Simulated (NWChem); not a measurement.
Molecule: AgPH₄; SMILES [PH3]->[AgH]

def2 effective core potentials on Ag; no spin-orbit coupling.

### Question
Give the equilibrium geometry at PBE0/def2-SVP with def2 effective core potentials on Ag (NWChem) as a list of bonds and angles, with the point group.

### Answer
point group C3v; any orientation.
Bond lengths (Å): Ag1–H2 1.643, Ag1–P3 2.435, P3–H4 1.419, P3–H5 1.419, P3–H6 1.419. Bond angles (°): H2–Ag1–P3 180.0, Ag1–P3–H4 119.7, Ag1–P3–H5 119.7, Ag1–P3–H6 119.6, H4–P3–H5 97.6, H4–P3–H6 97.6, H5–P3–H6 97.6.
